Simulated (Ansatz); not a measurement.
Consider the redistribution: `FC[NH][AlH][SH]` + `C[SiH2]C[SiH2]Cl` → `C[SiH2][CH2][AlH][SH]` + `FCN[SiH2]Cl`.

Computed with Ansatz on PBE0-D4/def2-TZVP structures; ΔE is electronic, products minus reactants. CCSD(T)/CBS adds triple-zeta CCSD(T) − MP2 to the extrapolated MP2 energy (def2 sets, frozen cores). DFT in def2-TZVPP. B3LYP here is the variant with VWN-RPA as its local correlation; programs differ in this. One conformer a species, not always the lowest.

`FC[NH][AlH][SH]`:

Z-matrix (Å, degrees):
```
C
N 1 1.407
F 1 1.400 2 112.0
H 1 1.094 2 110.6 3 -118.2
H 1 1.094 2 112.4 3 118.7
Al 2 1.779 1 125.3 3 93.5
H 2 1.010 1 112.6 3 -77.1
S 6 2.182 2 117.0 1 -172.9
H 6 1.575 2 119.5 1 9.6
H 8 1.344 6 92.3 2 -177.1
```

`C[SiH2]C[SiH2]Cl`:

```xyz
14

C    -2.139    0.005   -1.193
Si   -0.646   -0.708   -0.323
C     0.520    0.648    0.253
Si    2.034    0.043    1.135
Cl    3.218    1.636    1.704
H    -2.811   -0.790   -1.525
H    -1.838    0.583   -2.070
H    -2.698    0.666   -0.527
H     0.092   -1.621   -1.241
H    -1.077   -1.508    0.857
H    -0.026    1.324    0.921
H     0.835    1.237   -0.616
H     2.859   -0.819    0.256
H     1.677   -0.695    2.370
```

`C[SiH2][CH2][AlH][SH]`:

```xyz
14

C    -0.172   -0.622    1.812
Si    1.089   -0.403    0.444
C     0.300   -0.570   -1.240
Al   -1.247    0.577   -1.509
S    -1.123    2.693   -0.973
H    -0.934    0.162    1.775
H    -0.672   -1.590    1.733
H     0.304   -0.571    2.794
H     1.699    0.955    0.555
H     2.190   -1.393    0.627
H     1.055   -0.317   -1.996
H     0.009   -1.611   -1.414
H    -2.643    0.092   -2.072
H     0.146    2.598   -0.537
```

`FCN[SiH2]Cl`:

Cartesian coordinates in Å:
```
F -1.565 1.429 1.013
C -0.440 1.305 0.201
N -0.413 0.064 -0.464
Si 0.517 -1.289 0.010
Cl 2.372 -1.349 -0.892
H -0.479 2.143 -0.500
H 0.431 1.407 0.853
H -1.005 0.007 -1.277
H 0.765 -1.194 1.463
H -0.183 -2.523 -0.406
```

```
             level  ΔE (kJ/mol)  difference from CCSD(T)/CBS
            PBE-D4         27.9                         -1.8
         r2SCAN-D4         30.4                          0.7
          B3LYP-D4         28.9                         -0.8
           ωB97M-V         28.1                         -1.6
            B2PLYP         33.1                          3.4
               PBE         31.1                          1.4
             B3LYP         33.9                          4.2
     HF/def2-TZVPP         34.3                          4.6
    MP2/def2-TZVPP         31.3                          1.6
SCS-MP2/def2-TZVPP         32.9                          3.2
CCSD(T)/def2-TZVPP         31.7                          2.0
    MP2/def2-QZVPP         30.1                          0.4
SCS-MP2/def2-QZVPP         31.7                          2.0
      HF/CBS(def2)         33.9                          4.2
     MP2/CBS(def2)         29.3                         -0.4
    CCSD/CBS(def2)         30.6                          0.9
       CCSD(T)/CBS         29.7                            0
```

Largest T1 diagnostic among the species: 0.012.

The D4 term adds −5.0 kJ/mol with B3LYP and −3.0 kJ/mol with PBE0; it sums over pairs of atoms, weighted by their polarisabilities, and B3LYP, whose exchange is more repulsive, gets the larger term.
